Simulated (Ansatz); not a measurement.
`[CH3][Zn][Br]` + H–F → `[CH3][Zn][F]` + HBr at 500 K and 1 bar (ligand exchange at a Zn–Br bond).

Program: Ansatz. Geometries: PBE0-D4/def2-TZVP. ΔE: electronic, gas phase. CCSD(T)/CBS is the MP2 limit (def2-TZVPP, def2-QZVPP) plus CCSD(T) − MP2 in def2-TZVPP, frozen cores. This one scheme is used for every species. For Br, Zn outer-core shells are correlated without core-valence functions, which leaves a few kJ/mol of doubt a bond. Scalar relativity is left out up to krypton.

| species | CCSD(T)/CBS energy (Eh) | H − E (kJ/mol) | S (J/(mol·K)) |
| --- | --- | --- | --- |
| `[CH3][Zn][Br]` | -4391.61974 | 127.0 | 342.5 |
| H–F | -100.39570 | 39.4 | 188.7 |
| `[CH3][Zn][F]` | -1918.06698 | 128.2 | 317.0 |
| HBr | -2573.91920 | 30.5 | 213.7 |

H − E and S are ideal-gas, rigid-rotor, harmonic terms from PBE0-D4/def2-TZVP. 1 Eh = 2625.50 kJ/mol, R = 8.31446 J/(mol·K).

**Question.** By hand: ΔE, ΔH, ΔS and ΔG.

**Answer.** ΔE = (-1918.06698) + (-2573.91920) − (-4391.61974) − (-100.39570) = 0.02926 Eh = 76.8 kJ/mol. Δ(H − E) = 128.2 + 30.5 − 127.0 − 39.4 = -7.7, so ΔH = 69.1 kJ/mol. ΔS = 317.0 + 213.7 − 342.5 − 188.7 = -0.5 J/(mol·K). ΔG = 69.1 − 500 × (-0.5)/1000 = 69.3 kJ/mol.

**Question.** By hand: the equilibrium constant, and the temperature at which ΔG would vanish if ΔH and ΔS stayed fixed.

**Answer.** log₁₀ K = −ΔG/(RT ln 10) = -7.2. ΔH and −TΔS have one sign here, so there is no such temperature.

The number of gas molecules stays the same, so ΔS is small and ΔH decides. A doubt of 5 kJ/mol in ΔE shifts log₁₀ K by 0.5 here. These are equilibria of isolated gas molecules and say nothing of rates. Largest T1 diagnostic: 0.016 (customary marks: 0.02 for closed shells, 0.045 for open ones).

ΔS is within the doubt of such terms, so its sign, and with it that verdict, could turn.
